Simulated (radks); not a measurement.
Species: Tl9+. Configuration: [Xe] 4f14 5d4.

Method: non-relativistic Kohn-Sham, LDA (Slater exchange, Perdew-Wang correlation), spin-unpolarised, spherical densities, point nucleus; relativity is left out, which matters for an element this heavy; computed with a radial shooting solver on a logarithmic mesh with Libxc functionals.

Energy parts (Ry):
| part | energy |
|---|---|
| total | -37868.1387 |
| kinetic | 37856.3633 |
| electron-nucleus | -89383.9625 |
| Hartree | 14342.7375 |
| exchange-correlation | -683.2770 |

Orbitals (lengths in bohr, moments of r in powers of bohr; <r^-3> diverges for s and p1/2; r(max) is where P^2 peaks):
orbital  occ.  eigenvalue (Ry)  <r^-3>   r(max)
1s          2        -5666.152       -  0.01241
2s          2        -960.9284       -  0.06740
2p          6        -925.5419   18860  0.05223
3s          2        -235.9480       -   0.1839
3p          6        -219.1084    4134   0.1728
3d         10        -187.5901   739.7   0.1354
4s          2        -59.74023       -   0.4085
4p          6        -52.38971   991.8   0.4070
4d         10        -38.81035   158.1   0.3982
4f         14        -20.44336   35.79   0.3517
5s          2        -17.84477       -   0.8808
5p          6        -15.28486   204.1   0.9215
5d          4        -10.96162   26.05    1.032
6s          0         -7.87638       -    1.791
6p          0         -6.95811   59.16    1.920

The highest occupied level is 5d at -149.14 eV. For comparison, the ionisation energy in NIST's Atomic Spectra Database is 158 eV (theoretical). In exact Kohn-Sham theory the highest level is minus the ionisation energy, but local and semilocal functionals leave it too shallow, through self-interaction and a potential that decays too fast; potentials with the right tail come closer. The density falls to 0.001 e/bohr^3 at r = 2.46 bohr.

Beside tabulated values, note that spin-unpolarised runs miss the spin-polarisation part of the exchange energy of open shells.
